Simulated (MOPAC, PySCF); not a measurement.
C2H6OSi, SMILES `O=CC[SiH3]` (O–C–C–Si torsion 97°), neutral singlet in the gas phase. 

Z-matrix (Å, degrees):
```
C
H 1 1.0914
H 1 1.0936 2 109.92
C 1 1.4933 2 110.03 3 -121.46
O 4 1.2052 1 124.71 2 -22.93
H 4 1.1110 5 120.32 1 178.09
Si 1 1.9011 2 108.31 3 116.68
H 7 1.4779 1 109.74 2 57.09
H 7 1.4800 8 110.02 1 119.50
H 7 1.4811 8 109.52 9 120.14
```
Charge 0, multiplicity 1.

All levels are single points at this geometry (B3LYP-D3(BJ)/def2-TZVP); Pople sets use spherical d functions. Orbital energies aren't observables, and empty levels follow the basis.

```csv
level,HOMO (eV),LUMO (eV),gap (eV),dipole (D),"vertical IE, Delta-SCF (eV)"
B3LYP-D3(BJ)/def2-TZVP in PySCF,-7.26,-1.13,6.12,2.81,9.84
B3LYP/6-31G* in PySCF,-6.92,-0.68,6.23,2.60,9.67
B3LYP/LANL2DZ in PySCF,-7.08,-0.98,6.10,3.12,–
BP86/6-31G* in PySCF,-5.65,-1.68,3.97,2.47,–
M06-2X/6-31G* in PySCF,-8.80,0.61,9.41,2.69,–
PBE/6-31G* in PySCF,-5.53,-1.59,3.94,2.45,9.41
SVWN5/6-31G* in PySCF,-5.63,-1.81,3.82,2.53,9.56
HF/STO-3G in PySCF,-8.80,8.12,16.92,2.00,–
PM6 in MOPAC,-10.08,0.03,10.12,3.35,–
```
